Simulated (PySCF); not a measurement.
# Diatomics of B with the fourth-period p block

CCSD(T) with double-zeta basis sets in PySCF, for the lowest determinant that a PBE0 search found; no spin–orbit coupling. De refers to high-spin ground-configuration atoms.

| M | basis | reference, frozen orbitals | state (unpaired electrons) | Re (Å) | ωe (cm⁻¹) | De (eV) |
| --- | --- | --- | --- | --- | --- | --- |
| Ge | x2c-SVPall | UHF, 10 | quartet (σ ↑, π ↑↑) | 1.992 | 640 | 2.81 |
| As | x2c-SVPall | ROHF, 10 | triplet (σ ↑, π ↑) | 1.864 | 799 | 2.47 |
| Se | jorge-DZP-DKH | ROHF, 10 | doublet (σ ↑) | 1.732 | 1010 | 4.77 |
| Br | cc-pVDZ/cc-pVDZ-PP | RHF, 5 | singlet (closed shell) | 1.913 | 694 | 4.24 |

The shortest bond is that of BSe (1.732 Å), the longest that of GeB (1.992 Å). BSe is bound most strongly (4.77 eV) and BAs least (2.47 eV).

The rows differ in basis set, which adds steps of its own.

The state changes along the series, so neighbouring rows are not always alike in their bonding.

Correlated steps freeze the inner cores (5 to 10 orbitals); shallow outer-core shells are correlated. UHF and ROHF references stand side by side, which adds small steps between rows. Correlated levels converge slowly with the basis: in double zeta they bind strong bonds too weakly, by up to about 1 eV, and carry superposition errors of some tenths. Where the molecule has an RHF reference, its open-shell atoms are computed with UHF. States were picked by a PBE0 search and need not be the measured ground states.
